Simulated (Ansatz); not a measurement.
A series at In: from `[SiH3][O][In]([O][SiH3])[O][SiH3]`, ligands are replaced one by one, each step taking up HCl and setting free `O[SiH3]`; n counts the steps. Ansatz, PBE0-D4/def2-TZVP geometries. Each molecule was computed in one conformer, which needn't be the lowest.

CBS adds triple-zeta CCSD(T) − MP2 to the MP2 limit, frozen cores; atoms without spin–orbit coupling. Elements past krypton have def2 core potentials. Outer-core shells of In are correlated without core-valence functions. Spin–orbit coupling is left out.

| n | molecule | atomization energy, CCSD(T)/CBS (kJ/mol) |
| --- | --- | --- |
| 0 | `[SiH3][O][In]([O][SiH3])[O][SiH3]` | 5283.2 |
| 1 | `[SiH3][O][In]([Cl])[O][SiH3]` | ? |
| 2 | `[SiH3][O][In]([Cl])[Cl]` | 2432.7 |
| 3 | `[Cl][In]([Cl])[Cl]` | 1004.8 |

By hand: fit a straight line y = ȳ + b (n − n̄) to the 3 given rows and predict n = 1.

n̄ = 1.667, ȳ = 2906.90; Σ(n − n̄)(y − ȳ) = -6654.70, Σ(n − n̄)² = 4.667, so b = -1425.91 kJ/mol a step. Prediction: 2906.90 + (-1425.91) × (-0.667) = 3858.0 kJ/mol.

By hand: compare with the computed value, 3858.4 kJ/mol, and give the steps along the whole series.

The line misses by 0.4 kJ/mol (computed minus predicted). Steps: -1424.8, -1425.7, -1427.9 kJ/mol.

The steps differ by at most 3.1 kJ/mol, 0.2 % of a mean step, so the ligands' effects nearly add and a line is close. The miss is 0.0 % of the series' range. The energies themselves are unsure by some kJ/mol a bond, though much of that is common to the series.
